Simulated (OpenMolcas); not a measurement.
Rh3+ among 6 point charges of -1.7 e arranged as a tetragonal octahedron (D4h). The axial distance is 1.06 times the equatorial one, R.

| Property | Result |
| --- | --- |
| Program | OpenMolcas 26.06 |
| Method | CASSCF |
| Basis | ANO-RCC-VDZP [6s5p3d1f] |
| Scalar Hamiltonian | DKH2, point nucleus |
| Active space | 6 electrons in 5 orbitals (4d) |
| State averaging | 2S+1 = 5 even, 5 roots; 2S+1 = 3 even, 45 roots; 2S+1 = 1 even, 50 roots |
| Spin-orbit coupling | RASSI with atomic mean-field integrals over the reference wave functions |

All point charges move together. At R = 1.9 Å the first state of the same spin is 1638 cm-1, and at R = 2.08 Å it is 1355 cm-1.

Problem. A third run gives 1509 cm-1. What distance was it run at?

Solution. With a power law R^-n the two known points give n = -ln(1355 / 1638) / ln(2.08 / 1.9) = 2.10. Then R = 1.9 × (1638 / 1509)^(1/2.10) = 1.976 Å. The run was at 1.98 Å, so the estimate is off by -0.004 Å.

An orbital doublet at a regular site is open to a Jahn-Teller distortion, which this geometry leaves out. Without dynamic correlation the repulsion within the d shell is too large (B by tens of per cent), so at a given field states of lower spin stand too high. Point charges give a weaker field than real ligands, and real ions of this kind are as a rule low spin; the high spin found here belongs to the model. This shell can be high or low spin here, a state of another spin lies low, and with metal d orbitals alone active their balance is uncertain, so the ground spin may be wrong (holds for R = 1.9; R = 1.98). This is an electrostatic model: the charges have no orbitals. No measured value stands beside these numbers.
